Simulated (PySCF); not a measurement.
## Worked example: chemical shift, span and skew from a shielding tensor

GeH3F, SMILES [GeH3][F]. Atoms are numbered in the order given.

```xyz
5

Ge     0.0000     0.0000    -0.3271
F      0.0000     0.0000     1.4149
H      1.2747    -0.7360    -0.7559
H      0.0000     1.4719    -0.7559
H     -1.2747    -0.7360    -0.7559
```
Charge 0, spin multiplicity 1.

Coordinates come from a PBE0-D3(BJ)/def2-TZVP optimisation.

GIAO shieldings from PBE0/pcSseg-2 (PySCF), non-relativistic, no solvent. The symmetric part of the tensor of F2 has the principal values 402.6, 474.4, 474.4 ppm. The same nucleus in CFCl3 has σ = 165.8 ppm at this level (PySCF, at its B3LYP-D3(BJ)/def2-TZVP geometry).

Q: Work out the isotropic shielding, the ¹⁹F shift against CFCl3, the span and the skew.

A: 
σ(iso) = (σ11 + σ22 + σ33)/3 = 450.5 ppm. δ = σ(ref) − σ(iso) = 165.8 − (450.5) = -284.7 ppm.
Span Ω = σ33 − σ11 = 71.8 ppm. Skew κ = 3(σ(iso) − σ22)/Ω = -1.00, an axial tensor. Tumbling in solution averages the tensor to δ; in a static solid the shielding alone would spread this spin-1/2 line over Ω.
